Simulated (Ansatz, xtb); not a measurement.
## Relative energy of two structures of C3H12BFN2

We compare a, a singlet given by its coordinates, with b, `CN[B@H-](F)[NH+](C)C`, a singlet. Both are isolated molecules in the gas phase, relaxed with r2SCAN-D4/def2-SVP; the shapes shown needn't be the lowest conformers.

a (Å):

```xyz
19

C    -0.7564    1.6942    1.1844
C    -1.8127    0.9975    0.3180
C    -1.0961    1.4997   -1.9659
B    -0.9413   -0.8889   -1.1553
F    -1.0309   -1.3426   -2.4713
N    -1.3373    0.5057   -0.9515
N     0.8211   -1.0069   -0.9756
H    -1.1959    2.0827    2.1181
H     0.0519    0.9960    1.4660
H    -0.2961    2.5465    0.6572
H    -2.2355    0.1467    0.8793
H    -2.6495    1.7090    0.1505
H    -1.9691    2.1716   -2.0899
H    -0.9293    1.0030   -2.9343
H    -0.2207    2.1614   -1.7686
H    -1.3306   -1.6615   -0.2844
H     1.2748   -0.3919   -1.6555
H     1.1447   -1.9606   -1.1522
H     1.1255   -0.7274   -0.0419
```

Close contacts (Å): C1–C2 1.53, C2–N6 1.44, C3–N6 1.44, B4–F5 1.39, B4–N6 1.46, B4–N7 1.78, C1–H8 1.10, C1–H9 1.10, C1–H10 1.10, C2–H11 1.10, C2–H12 1.11, C3–H13 1.11, C3–H14 1.10, C3–H15 1.11, B4–H16 1.23, N7–H17 1.02, N7–H18 1.02, N7–H19 1.02.

b (Å):

```yaml
atoms:
  - { symbol: C, position_ang: [0.7123, 2.2927, 1.8777] }
  - { symbol: C, position_ang: [0.9706, -0.8943, -1.0344] }
  - { symbol: C, position_ang: [-0.7827, -2.1026, 0.1785] }
  - { symbol: B, position_ang: [0.5235, -0.2138, 1.4652] }
  - { symbol: F, position_ang: [1.4373, -1.2241, 1.8107] }
  - { symbol: N, position_ang: [1.1384, 1.1012, 1.1736] }
  - { symbol: N, position_ang: [-0.0882, -0.8224, -0.0159] }
  - { symbol: H, position_ang: [1.0714, 3.2110, 1.3785] }
  - { symbol: H, position_ang: [1.0400, 2.3480, 2.9384] }
  - { symbol: H, position_ang: [-0.3881, 2.3474, 1.8879] }
  - { symbol: H, position_ang: [2.1545, 1.0476, 1.1223] }
  - { symbol: H, position_ang: [-0.4916, -0.1652, 2.1628] }
  - { symbol: H, position_ang: [-0.7617, -0.1058, -0.2995] }
  - { symbol: H, position_ang: [0.5738, -1.2195, -2.0094] }
  - { symbol: H, position_ang: [1.7313, -1.6068, -0.6873] }
  - { symbol: H, position_ang: [1.4213, 0.1043, -1.1143] }
  - { symbol: H, position_ang: [-0.0554, -2.8240, 0.5745] }
  - { symbol: H, position_ang: [-1.2109, -2.4812, -0.7637] }
  - { symbol: H, position_ang: [-1.5757, -1.9652, 0.9258] }
```

Question: Estimate E(b) − E(a) at the level CCSD(T)/def2-SVP + ΔMP2/def2-TZVPP.

Answer: Calculated at CCSD(T)/def2-SVP + ΔMP2/def2-TZVPP: E(b) − E(a) = +3.5 kcal/mol, so structure a lies lower.

The same difference at several levels:

```tsv
level	geometry	E(b) − E(a) (kcal/mol)	departure from the last row (kcal/mol)	job, with rough time for the two
r2SCAN-D4/def2-SVP	r2SCAN-D4/def2-SVP	+4.1	+0.6	optimisation, 100 s
HF/def2-SVP	r2SCAN-D4/def2-SVP	+2.8	−0.7	part of the CCSD(T) run
MP2/def2-SVP	r2SCAN-D4/def2-SVP	+4.1	+0.7	part of the CCSD(T) run
CCSD(T)/def2-SVP	r2SCAN-D4/def2-SVP	+3.4	0.0	single point
CCSD(T)/def2-SVP + ΔMP2/def2-TZVPP	r2SCAN-D4/def2-SVP	+3.5		single point, 2.4 min
```

The levels shown agree on the order. The largest departure from CCSD(T)/def2-SVP + ΔMP2/def2-TZVPP is that of HF/def2-SVP, 0.7 kcal/mol. Levels run at GFN2-xTB geometries aren't shown. The last row adds to CCSD(T) the change of the MP2 difference between the two basis sets, here 0.0 kcal/mol.

With thermal terms from frequencies at re-optimised GFN2-xTB minima (ideal gas, soft modes damped towards free rotors, one conformer each, 298.15 K, 1 atm): on the last row, ΔE + ΔZPE = +4.0, ΔH = +3.6, ΔG = +4.6 kcal/mol.

The correlated steps freeze 7 core orbitals. Mirror images aren't counted in ΔG. Programs: Ansatz 0.2.0, xtb 6.7.1; the last row on 4 threads of Arm Neoverse V1 on a shared host.
